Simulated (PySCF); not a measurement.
## Correlation energy of Tl⁺ (thallium, charge +1)

[Xe] 4f14 5d10 6s2, closed-shell 1S. Calculation: PySCF 2.14, in def2-QZVPPD with the def2 core potential (60 electrons); a scalar-relativistic core potential. Frozen: nothing; 20 electrons correlated.

MP2 pair energies summed by pair of shells (mhartree):

| pair | energy | share (%) |
| --- | --- | --- |
| 5d-5d | -283.69 | 50.7 |
| 5d-6s | -109.90 | 19.6 |
| 5p-5d | -79.29 | 14.2 |
| 5p-5p | -29.22 | 5.2 |
| 6s-6s | -21.16 | 3.8 |
| 5s-5d | -14.43 | 2.6 |
| 5s-5p | -9.48 | 1.7 |
| 5p-6s | -8.83 | 1.6 |
| 5s-5s | -2.57 | 0.5 |
| 5s-6s | -0.75 | 0.1 |

Total MP2 correlation energy: -559.33 mhartree.

Same-spin part -191.08 and opposite-spin part -368.24 mhartree; SCS-MP2 scales them by 1/3 and 6/5 to -505.59 mhartree.

The basis has no tight functions for the innermost shells, so their pair energies are far from complete.

This basis was not built for core-valence correlation, so the inner-shell part is incomplete.
